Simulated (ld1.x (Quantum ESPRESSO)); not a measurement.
## Sb (Z = 51): one change to a PAW potential, before and after

- Element: Sb
- Generator: ld1.x (Quantum ESPRESSO) 7.5
- Type: PAW
- Functional: PBE
- Relativity: scalar-relativistic
- Frozen core: [Kr] 4d10
- Valence charge: 5
- Reference configuration: 5s2 5p3
- Partial waves: 5s (bound): rcut 1.60, rcutus 1.85 bohr; 5s channel at 0.8 Ry: rcut 1.60, rcutus 1.85 bohr; 5p (bound): rcut 1.70, rcutus 2.30 bohr; 5p channel at 2.3 Ry: rcut 1.70, rcutus 2.30 bohr
- Local potential: all-electron potential smoothed inside 1.55 bohr (lloc = -1)
- Core correction: Bessel-smoothed model core inside 1.00 bohr
- Augmentation charge: PSQ, radius 1.80 bohr

Change: local potential all-electron potential smoothed inside 2.16 bohr (lloc = -1).

Cutoffs: the cutoffs (Ry, on a coarse ladder) from which the occupation-weighted sum of valence levels, in a spherical-Bessel basis at the reference potential, stays within 10 and 1 mRy of its value at 400 Ry; they do not see the model core or the augmentation charge, which bear on the density cutoff. Errors are all-electron minus pseudo energies relative to the spin-unpolarised reference configuration.

Problem. Predict the effect on cutoff, ghosts and configuration errors.

Solution. The potential gets softer (10 Ry and 21 Ry → 10 Ry and 18 Ry); the bound ghost in d, s disappears; the errors of the 7 common tests hardly move. A state that the projectors do not describe sees the local part alone, so a deeper or shallower local part can create or remove a ghost.

```csv
quantity,base,changed
"cutoff, loose",10 Ry,10 Ry
"cutoff, tight",21 Ry,18 Ry
bound ghosts,"s, d",none
"error for 5s2 5p2, meV [ΔE 8.32 eV]",-7.8,-7.8
"error for 5s2 5p1, meV [ΔE 24.28 eV]",-52,-52
"error for 5s2 5p0, meV [ΔE 48.70 eV]",-193,-192
"error for 5s1 5p3, meV [ΔE 17.05 eV]",-33,-33
"error for 5s1 5p4, meV [ΔE 8.11 eV]",-12,-12
"error for 5s0 5p5, meV [ΔE 16.43 eV]",-44,-44
"error for 5s2 5p2.5, meV [ΔE 3.26 eV]",-1.7,-1.7
s: phases at 2.49 bohr within 0.05 rad from the reference energy up to (Ry; the scan ends near 5),4.5,3.6
p: phases at 2.49 bohr within 0.05 rad from the reference energy up to (Ry; the scan ends near 5),4.4,to the end of the scan
lowest overlap eigenvalue by channel,"s 0.44, p 0.46","s 0.46, p 0.53"
```

 A true bound ghost makes a file unfit for plane-wave use even where its test errors are small: the radial tests pick states by their node count and pass the ghost by.
